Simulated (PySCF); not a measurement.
C6H6OP2.
Z-matrix (Å and degrees, GFN2-xTB geometry), rows numbered from 1:
```
C 
C   1  1.5055
O   2  1.2159  1  121.97
C   2  1.4735  1  119.60  3  -179.95
C   4  1.3902  2  123.27  1     0.62
C   5  1.3771  4  126.88  2  -179.93
P   6  1.7385  5  128.22  4    -0.03
C   7  1.7281  6  102.55  5    -0.03
P   8  1.7309  7  132.64  6     0.01
H   1  1.0870  2  109.14  3    -0.55
H   1  1.0884  2  110.11  3   119.40
H   1  1.0883  2  110.20  3  -120.57
H   5  1.0842  4  116.88  2     0.01
H   6  1.0841  5  117.05  4  -179.99
H   8  1.0867  7  113.68  6  -179.99
```

NICS = −σ at a ghost point: NICS(0) at the centroid of the ring atoms, NICS(1) 1 Å to either side along the normal of their mean plane, zz for the tensor component along that normal. Level: GIAO PBE0/pcSseg-1 (PySCF, non-relativistic, gas phase) on the GFN2-xTB geometry, one conformer.

Ring bond lengths (Å), with Mayer bond orders in brackets: C4–C5 1.390 (1.35), C5–C6 1.377 (1.49), C6–P7 1.738 (1.31), P7–C8 1.728 (1.30), C8–P9 1.731 (1.30), P9–C4 1.758 (1.30).

Question: What do the NICS probes read (ppm)?

Answer: 
| ring | type | NICS(0) | NICS(1), two faces | NICS(1)zz, two faces | rms pucker (Å) | centre to ring atoms, mean (Å) |
| --- | --- | --- | --- | --- | --- | --- |
| C4–C5–C6–P7–C8–P9 | 6-membered ring with 2 P; formal bonds all aromatic | -6.0 | -9.7 / -9.7 | -23.4 / -23.4 | 0.00 | 1.61 |

Question: What can be read from them?

Answer: 
- C4–C5–C6–P7–C8–P9: mean NICS(1)zz -23.4 ppm, shielded.

Question: What does the geometric index give? HOMA = 1 − mean of α(R − Ropt)² over the ring bonds, with Krygowski's 1993 parameters (CC: Ropt 1.388 Å, α 257.7 Å⁻²; CP: Ropt 1.698 Å, α 118.91 Å⁻²).

Answer: 
- C4–C5–C6–P7–C8–P9: HOMA 0.85; the largest term is that of P9–C4, α(R − Ropt)² = 0.43.

Question: At the second NICS(1) probe listed for ring C4–C5–C6–P7–C8–P9, 1 Å off the ring, what do the in-plane components average?

Answer: The isotropic value is a third of the trace: (3 × -9.7 − (-23.4))/2 = -2.8 ppm.

Question: Give the inner angles of the rings and the Hirshfeld charges of the ring atoms.

Answer: 
- C4–C5–C6–P7–C8–P9: C4 127.7° (-0.077 e), C5 126.9° (-0.032 e), C6 128.2° (-0.105 e), P7 102.6° (+0.128 e), C8 132.6° (-0.172 e), P9 102.0° (+0.151 e); sum 720.0° against 720° for a flat convex ring.

Question: How shielded are the nuclei of the rings and their hydrogens (means over atoms taken as equivalent)?

Answer: 
| atoms | environment | σ isotropic (ppm) |
| --- | --- | --- |
| C4 | substituted aromatic carbon | 16.2 |
| C5 | aromatic CH carbon | 48.5 |
| C6 | aromatic CH carbon | 25.3 |
| P7 | phosphorus bonded to 2 C | 33.5 |
| C8 | aromatic CH carbon | -14.0 |
| P9 | phosphorus bonded to 2 C | 20.3 |
| H13 | aromatic hydrogen | 23.08 |
| H14 | aromatic hydrogen | 22.32 |
| H15 | aromatic hydrogen | 20.47 |
